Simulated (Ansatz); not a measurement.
Cost and result for the atomization energy of `C[SiH](C)C#N` (12 atoms, 11 bonds).

```xyz
12

C    -0.019   -0.017   -1.664
Si    0.528   -0.037    0.114
C    -0.575    0.948    1.243
C     0.487   -1.807    0.692
N     0.441   -2.902    1.046
H     0.631   -0.641   -2.281
H     0.011    1.002   -2.058
H    -1.041   -0.391   -1.760
H     1.946    0.382    0.246
H    -1.605    0.589    1.189
H    -0.565    2.002    0.956
H    -0.240    0.873    2.279
```

The species carries charge 0 and has multiplicity 1. The geometry is a stationary point of PBE0-D4/def2-TZVP. Program: Ansatz. All runs use 4 threads of a server CPU on a shared host. Times are those of one run each, without the atoms' runs, and a repeat can differ threefold. Electronic energies, without spin–orbit coupling; frozen cores. CCSD(T)/CBS adds CCSD(T) − MP2 in def2-TZVPP to the MP2 limit, and its time is that of the two runs behind it. T1 = 0.012. HSE06 is the plane-wave form, built on full-range PBE exchange.

CCSD(T)/CBS is a level of theory with its own doubt, some kJ/mol a heavy atom from the limit and from the frozen cores, so smaller differences don't rank the functionals.

| level | functions | wall time |
| --- | --- | --- |
| LDA (SPW92)/def2-TZVPP | 264 | 1.2 s |
| revPBE-D4/def2-TZVPP | 264 | 1.7 s |
| BLYP-D4/def2-TZVPP | 264 | 1.8 s |
| PBE0-D4/def2-TZVPP | 264 | 2.5 s |
| HSE06-D4/def2-TZVPP | 264 | 2.7 s |
| CCSD(T)/def2-SVP | 109 | 4.3 s |
| B2PLYP/def2-TZVPP | 264 | 4.8 s |
| PBE-QIDH/def2-TZVPP | 264 | 5.5 s |
| B97M-V/def2-TZVPP | 264 | 6 s |
| ωB97M-V/def2-TZVPP (with forces) | 264 | 8.5 s |
| MP2/def2-QZVPP | 508 | 21 s |
| CCSD(T)/def2-TZVPP | 264 | 110 s |
| CCSD(T)/CBS(def2) | – | 2.1 min |

(1) What atomization energy does each give, and how far from CCSD(T)/CBS? (An estimate is asked.)

## Answers

(1) The calculation gave: 
```csv
level,atomization (kJ/mol),difference from CCSD(T)/CBS,per bond
LDA (SPW92)/def2-TZVPP,5396.3,612.1,55.6
revPBE-D4/def2-TZVPP,4770.8,-13.4,-1.2
BLYP-D4/def2-TZVPP,4791.5,7.3,0.7
PBE0-D4/def2-TZVPP,4793.8,9.6,0.9
HSE06-D4/def2-TZVPP,4796.9,12.7,1.2
CCSD(T)/def2-SVP,4537.2,-247.0,-22.5
B2PLYP/def2-TZVPP,4752.5,-31.7,-2.9
PBE-QIDH/def2-TZVPP,4758.9,-25.3,-2.3
B97M-V/def2-TZVPP,4795.0,10.8,1.0
ωB97M-V/def2-TZVPP (with forces),4805.3,21.1,1.9
MP2/def2-QZVPP,4807.9,23.7,2.2
CCSD(T)/def2-TZVPP,4666.8,-117.4,-10.7
CCSD(T)/CBS(def2),4784.2,0.0,0.0
```

Leaving LDA and LC-ωPBE aside and taking each functional with its dispersion term where it has one, the values, not all of them listed here, spread over 212.0 kJ/mol, from BHLYP-D4 to PBE-D4. LDA lies +543.8 kJ/mol from PBE without D4, its usual overbinding. The D4 term adds +36.9 kJ/mol with B3LYP and +19.6 kJ/mol with PBE0; it sums over pairs of atoms, weighted by their polarisabilities, and B3LYP, whose exchange is more repulsive, gets the larger term. From BLYP to BHLYP (50 % exact exchange), in def2-TZVPP and without D4, the atomization energy moves by −105.7 kJ/mol: exact exchange takes away binding that semilocal exchange gives to molecules.

B3LYP here is the variant with VWN-RPA as its local correlation; programs differ in this.
